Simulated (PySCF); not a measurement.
A PySCF script (with the pyscf-properties extension) for the NMR shieldings of `InChI=1S/C4H13FSSi2/c1-4(2,3-6)7-8-5/h6H,3,7-8H2,1-2H3`, on a GFN2-xTB geometry:

```python
import basis_set_exchange as bse
import numpy as np
from pyscf import gto, dft
from pyscf.prop import nmr

atoms = """
C     0.406641   -1.575001   -0.239424
C    -0.391045   -0.318429    0.106208
C    -1.422372   -0.656812    1.182153
C    -1.081129    0.213430   -1.145365
S    -2.245521   -0.955590   -1.951684
Si    0.803450    1.048409    0.765752
Si    2.510487    1.542931   -0.704844
F     1.848198    2.067034   -2.083527
H     1.150558   -1.367936   -1.007743
H    -0.257034   -2.352532   -0.617209
H     0.915246   -1.961478    0.641542
H    -2.051090    0.204159    1.403968
H    -2.060584   -1.480340    0.862435
H    -0.925131   -0.959732    2.100729
H    -1.645419    1.121913   -0.935293
H    -0.352995    0.428759   -1.927591
H    -3.225456   -0.833134   -1.059021
H     1.341611    0.541770    2.037299
H    -0.036123    2.208306    1.110493
H     3.359668    2.661748   -0.311404
H     3.349121    0.439468   -1.165756
"""
names = dict.fromkeys(["C", "S", "Si", "F", "H"], "pcSseg-1")
basis = {el: gto.basis.parse(bse.get_basis(n, elements=[el], fmt="nwchem")) for el, n in names.items()}
mol = gto.M(atom=atoms, basis=basis, charge=0, verbose=0)
mf = dft.RKS(mol, xc="PBE0")
mf.grids.level = 2
mf.grids.alignment = dft.numint.BLKSIZE   # the property module wants whole blocks of grid points
mf.conv_tol = 1e-9
mf.kernel()

calc = nmr.RKS(mf)   # GIAO
C = mf.mo_coeff
Co = C[:, mf.mo_occ > 0]
resp = mf.gen_response(singlet=True, hermi=2)
def vind(x):   # induced exchange potential for any number of trial vectors
    d = np.einsum("pi,xij,qj->xpq", C, 2 * x.reshape(-1, C.shape[1], Co.shape[1]), Co, optimize=True)
    return np.einsum("xpq,pi,qj->xij", resp(d - d.transpose(0, 2, 1)), C, Co, optimize=True).ravel()
mo1, _ = nmr.rhf.solve_mo1(calc, with_cphf=vind)
sigma = calc.kernel(mo1)
for i, s in enumerate(sigma):   # ppm
    print("%2d %-2s %9.2f" % (i, mol.atom_pure_symbol(i), np.trace(s) / 3))
```

Question: Give the expected output.

Answer: 
```
 0 C     162.50
 1 C     161.15
 2 C     160.88
 3 C     143.55
 4 S     654.68
 5 Si    407.66
 6 Si    339.39
 7 F     440.40
 8 H      30.83
 9 H      29.35
10 H      30.85
11 H      31.01
12 H      30.18
13 H      30.74
14 H      28.68
15 H      29.09
16 H      30.33
17 H      28.12
18 H      27.86
19 H      26.04
20 H      25.90
```

These numbers come from an equivalent density-fitted implementation of the same equations, which agrees with the script to about 0.01 ppm for H and up to a few tenths of a ppm for heavy atoms, so last digits may differ.

Question: Turn these shieldings into chemical shifts. Scale: TMS for 13C (σref 186.93) and 29Si (σref 349.16) and 1H (σref 31.72); CS2 for 33S (σref 503.73); 19F (σref 170.95) vs CFCl3 (reference shieldings calculated alike).

Answer: Averaging equivalent atoms: C 3: 43.4; C 1: 25.8; C 0/2: 25.2; S 4: -151; Si 6: 9.8; Si 5: -58.5; F 7: -269.5; H 19/20: 5.75; H 17/18: 3.73; H 14/15: 2.83; H 16: 1.39; H 8/9/10/11/12/13: 1.22 ppm. Unscaled 19F shifts against computed CFCl3 carry errors that often reach 10 to 50 ppm.

Size and cost of the density-fitted run: 222 basis functions, 2.1 min wall time on 1 thread of an Intel Xeon, shared host; peak memory 1 GiB.
